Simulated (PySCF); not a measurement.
Compound: C₂H₇AlF₂O.
Structure used (PBE0-D3(BJ)/def2-SVP), in Å, numbered top down from 1:
```
atom  x, y, z in Å
F1    -1.784   -0.917   -1.171
C2    -1.361   -0.507    0.039
O3    -0.008   -0.118   -0.048
Al4    0.502    1.860    0.171
C5     0.917   -1.168   -0.210
F6     1.029   -1.848    0.948
H7    -1.450   -1.334    0.761
H8    -1.917    0.383    0.362
H9    -0.428    2.462   -0.984
H10    2.063    1.644   -0.113
H11    0.005    2.079    1.677
H12    1.871   -0.690   -0.471
H13    0.553   -1.845   -0.997
```

The closed-shell ground state was solved at several levels (PySCF, density fitting, gas phase, non-relativistic).

```json
{"level": "PBE0/pcSseg-1", "basis functions": "144", "HOMO (eV)": "-7.72", "LUMO (eV)": "0.10", "gap (eV)": "7.82", "dipole (D)": "3.43"}
{"level": "wB97X-D/pcSseg-2", "basis functions": "321", "HOMO (eV)": "-9.64", "LUMO (eV)": "1.58", "gap (eV)": "11.22", "dipole (D)": "3.39"}
```

What might B3LYP/def2-SVPD (189 basis functions) give for the same quantities?

HOMO -7.52 eV, LUMO -0.28 eV, gap 7.24 eV, dipole 3.31 D.

Over all these levels, which gives the widest orbital gap and which the narrowest?

wB97X-D/pcSseg-2 (range-separated hybrid) has the widest, 11.22 eV, and B3LYP/def2-SVPD (global hybrid, 20 % exact exchange) the narrowest, 7.24 eV. Functional and basis both differ between the two, so the spread mixes both effects.

How far do the dipole and the HOMO energy spread over the levels?

The dipole runs from 3.31 to 3.43 D (mean 3.38 D) and the HOMO from -9.64 to -7.52 eV.

One conformer stands for the species.
